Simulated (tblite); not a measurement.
Species: C3H3FN2S.
Bonds: F1–C2, C2–C3, C3–N4 (aromatic), N4–C5 (aromatic), C5–N6 (aromatic), N6–S7 (aromatic), C3–S7 (aromatic). Hydrogens: H8, H9 on C2; H10 on C5.

Computed geometry: GFN2-xTB, gas phase.

**Question.** Give the optimised bond lengths and angles.

**Answer.** 
```json
{"bond": "F1–C2", "length (Å)": "1.367", "order": "single"}
{"bond": "C2–C3", "length (Å)": "1.484", "order": "single"}
{"bond": "C3–N4", "length (Å)": "1.296", "order": "aromatic"}
{"bond": "N4–C5", "length (Å)": "1.344", "order": "aromatic"}
{"bond": "C5–N6", "length (Å)": "1.302", "order": "aromatic"}
{"bond": "N6–S7", "length (Å)": "1.627", "order": "aromatic"}
{"bond": "C3–S7", "length (Å)": "1.742", "order": "aromatic"}
{"bond": "C2–H8, C2–H9", "length (Å)": "1.097", "order": "single"}
{"bond": "C5–H10", "length (Å)": "1.074", "order": "single"}
```

Bonds in one row agree within 0.01 Å and their mean is given. Orders are formal, as drawn. A selection of angles:
```json
{"angle": "F1–C2–C3", "degrees": "111.0"}
{"angle": "F1–C2–H8", "degrees": "107.6"}
{"angle": "C3–C2–H8", "degrees": "110.7"}
{"angle": "H8–C2–H9", "degrees": "109.3"}
{"angle": "C2–C3–N4", "degrees": "124.3"}
{"angle": "C2–C3–S7", "degrees": "124.1"}
{"angle": "N4–C3–S7", "degrees": "111.6"}
{"angle": "C3–N4–C5", "degrees": "109.3"}
{"angle": "N4–C5–N6", "degrees": "118.5"}
{"angle": "N4–C5–H10", "degrees": "120.6"}
{"angle": "N6–C5–H10", "degrees": "120.9"}
{"angle": "C5–N6–S7", "degrees": "110.0"}
{"angle": "C3–S7–N6", "degrees": "90.6"}
```

Torsions: F1–C2–C3–N4 180° (antiperiplanar).

N4 (pyridine-type nitrogen) is bent (angle 109.3°). The 7 heavy atoms lie in one plane (0.001 Å rms). The 3 C–N bonds span 1.296 Å (C3–N4, aromatic) to 1.344 Å (N4–C5, aromatic), a spread of 0.048 Å. The 5-membered ring C3–N4–C5–N6–S7 has internal angles of 90.6° to 118.5° (sum 540°, against 540° for a flat polygon); it is planar, 0.00 Å rms from its mean plane, widest ring torsion 0°. S7 (ring sulfur) is bent (angle 90.6°).

Point group: Cs (tolerance 0.08 Å). Its GFN2-xTB frequencies are all real (lowest 36 cm⁻¹). The numbers are those of one conformer.
